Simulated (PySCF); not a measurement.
Species: `C=C[C@@H](Cl)[SiH2]OC`. The columns A, B, C and D hold Mulliken, IAO, Hirshfeld and ESP-fitted charges (e) of one PBE0/pcSseg-1 density (PySCF), in a shuffled order. Coordinates in Å (GFN2-xTB); the density's dipole moment is (2.07, 1.66, -0.95) D.

```csv
atom,x,y,z,A,B,C,D
C1,-2.276,1.344,0.069,-0.131,-0.309,-0.093,-0.460
C2,-1.912,0.088,-0.121,-0.153,-0.131,-0.050,+0.055
C3,-1.063,-0.679,0.817,-0.479,-0.372,-0.080,-0.461
Cl4,-1.833,-2.266,1.160,-0.130,-0.112,-0.066,-0.114
Si5,0.655,-1.116,0.107,+0.889,+1.020,+0.378,+0.484
O6,1.313,0.345,-0.103,-0.633,-0.641,-0.226,-0.272
C7,2.569,0.662,-0.628,-0.002,-0.197,-0.029,-0.218
H8,-2.863,1.881,-0.656,+0.121,+0.157,+0.051,+0.181
H9,-1.988,1.889,0.952,+0.113,+0.148,+0.049,+0.195
H10,-2.212,-0.445,-1.013,+0.122,+0.152,+0.044,+0.136
H11,-0.992,-0.170,1.778,+0.178,+0.170,+0.050,+0.273
H12,1.391,-1.933,1.074,-0.107,-0.151,-0.084,-0.086
H13,0.506,-1.852,-1.150,-0.108,-0.153,-0.083,-0.071
H14,2.662,0.298,-1.653,+0.100,+0.131,+0.043,+0.120
H15,3.363,0.215,-0.026,+0.099,+0.131,+0.043,+0.117
H16,2.673,1.748,-0.619,+0.121,+0.157,+0.052,+0.120
```

Q: Which column most likely holds the ESP-fitted charges?

A: D. Σ q r misses the density's dipole by 0.06 D (D), 1.41 D (C), 1.84 D (B), 1.97 D (A). Charges fitted to the outside potential are the only set here that is tied to the molecule's multipoles.

Q: And the Hirshfeld charges?

A: C. The mean sizes are 0.089 e (C), 0.210 e (D), 0.218 e (A), 0.258 e (B), and Hirshfeld charges are commonly the smallest of these schemes.

As computed, A = Mulliken, B = IAO, C = Hirshfeld, D = ESP-fitted. Hydrogens on carbon: Mulliken +0.10 to +0.18, IAO +0.13 to +0.17, Hirshfeld +0.04 to +0.05, ESP-fitted +0.12 to +0.27 e.

The Hirshfeld scheme divides the density at each point in proportion to the densities of the neutral, spherically averaged free atoms. The IAO scheme projects the occupied orbitals on a minimal set of polarised atomic orbitals and counts the electrons in each atom's part of it.

Isolated species at its GFN2-xTB geometry (one conformer only).

The run behind these numbers computed NMR shieldings as well. On Arm Neoverse V1, one thread (shared host), this took 26 s of wall time and 0.81 GiB of memory at its peak.

Conformer computed: `[CH2:1]=[CH:2][C@@H:3]([Cl:4])[SiH2:5][O:6][CH3:7]`: C1–C2–C3–Cl4 130°, C2–C3–Si5–O6 63°, C3–Si5–O6–C7 -179°.
